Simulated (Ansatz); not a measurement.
A CCSD(T) single point on `[SH][GeH]1[CH2][NH]1`.

```yaml
crystal:
  periodic: [false, false, false]
  atoms:
    - {symbol: S, position_ang: [-0.675917, 1.573360, -1.950224]}
    - {symbol: Ge, position_ang: [0.390393, 0.777735, -0.194754]}
    - {symbol: C, position_ang: [0.482799, -1.073979, 0.273238]}
    - {symbol: N, position_ang: [-0.661683, -0.327328, 0.869320]}
    - {symbol: H, position_ang: [-1.641609, 0.646291, -1.829465]}
    - {symbol: H, position_ang: [1.303612, 1.815373, 0.449870]}
    - {symbol: H, position_ang: [0.188419, -1.837796, -0.441753]}
    - {symbol: H, position_ang: [1.287170, -1.395347, 0.932921]}
    - {symbol: H, position_ang: [-0.584685, -0.224509, 1.873949]}
basis:
  gaussian: {orbitals: def2-TZVPP}
correlation: {method: ccsd_t}
```

```sh
$ ansatz run in.yaml --threads 4 --pin off --events-out ev --progress --plain --max-ram 10444MiB
```

Output of Ansatz, abridged:

```
Functional definition: HF
1324 factors; integrals over basis functions are off by at most 1.0e-3 eV
mean field evaluation 1: about -69878.6734 eV, gradient 3.8e1 eV
mean field evaluation 2: about -69878.8922 eV, gradient 3.8e1 eV
mean field evaluation 4: about -69882.5726 eV, gradient 4.2e0 eV
mean field evaluation 8: about -69882.6472 eV, gradient 3.3e-1 eV
mean field evaluation 16: about -69882.6479 eV, gradient 1.8e-6 eV
mean field -69882.64793988 eV, -2568.1399436303 hartree, gradient 1.8e-6 eV, S^2 0.000000; 0 other end points of the search recorded, 0 dependent functions left out
16 core orbitals not correlated: weight in the atoms' cores, before any rotation towards them, 1.000 or more for the frozen orbitals, at most 0.000 for the correlated occupied ones
reference -69882.64793988 eV, -2568.1399436303 hartree; 17, 17 occupied and 189, 189 virtual orbitals, 1324 factors
second order -22.18473297 eV of doubles, -0.00000000 eV of singles
cycle   1  -22.26087996 eV  change   -7.6e-2 eV  update   1.1e-1
cycle   2  -22.90442996 eV  change   -6.4e-1 eV  update   3.3e-2
cycle   3  -23.01867906 eV  change   -1.1e-1 eV  update   1.7e-2
cycle   4  -23.00649809 eV  change    1.2e-2 eV  update   4.3e-3
cycle   5  -23.00614128 eV  change    3.6e-4 eV  update   2.6e-3
cycle   6  -23.00678236 eV  change   -6.4e-4 eV  update   8.9e-4
cycle   7  -23.00639714 eV  change    3.9e-4 eV  update   4.1e-4
cycle   8  -23.00643871 eV  change   -4.2e-5 eV  update   1.3e-4
cycle   9  -23.00646938 eV  change   -3.1e-5 eV  update   4.8e-5
cycle  10  -23.00645022 eV  change    1.9e-5 eV  update   1.6e-5
perturbative correction -1.03891986 eV, -0.0381796007 hartree
Total energy: -69906.69330996 eV, -2569.0235946825 hartree
```

Run time 84 s (4 threads of an Arm Neoverse V2 on a shared host); peak host memory 3.4 GiB.

The correlation energy is -24.045 eV, 4.3 % of it from (T); the T1 diagnostic reads 0.0123.
